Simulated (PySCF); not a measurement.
# From computed data to an observable: dipole moment from atomic charges

difluoro(1-fluoroethenyl)borane (C₂H₂BF₃), SMILES C=C(F)B(F)F. Atoms are numbered in the order given.

```xyz
8

C     -1.1176    -1.5468     0.0000
C     -0.0166    -0.7872     0.0000
F      1.2023    -1.3622     0.0000
B     -0.0256     0.7730     0.0000
F      1.0914     1.4705     0.0000
F     -1.1726     1.4305     0.0000
H     -2.0995    -1.0715     0.0000
H     -1.0573    -2.6383     0.0000
```
Charge 0, spin multiplicity 1.

The structure is a stationary point at B3LYP-D3(BJ)/def2-SVP. One conformer was computed; it need not be the lowest.

Charges (e) from HF/def2-TZVP run with PySCF:

| atom | IAO | Mulliken |
|---|---|---|
| C1 | -0.263 | -0.203 |
| C2 | 0.133 | 0.033 |
| F3 | -0.328 | -0.265 |
| B4 | 0.879 | 0.754 |
| F5 | -0.372 | -0.311 |
| F6 | -0.382 | -0.334 |
| H7 | 0.169 | 0.169 |
| H8 | 0.165 | 0.158 |

The dipole moment of the full density is 2.21 D.

**Question.** What dipole moment does each set of point charges give, and which comes closer to that of the density?

**Answer.** 
μ = Σ q r, and 1 e Å = 4.8032 D.
IAO: Σ q r = (-0.612, -0.282, 0.000) e Å, |μ| = 3.24 D.
Mulliken: Σ q r = (-0.581, -0.301, 0.000) e Å, |μ| = 3.14 D.
Mulliken comes closer in size. Point charges leave out the atoms' own dipoles (lone pairs, polarised bonds); fits to the potential absorb them, partitions of the density don't.
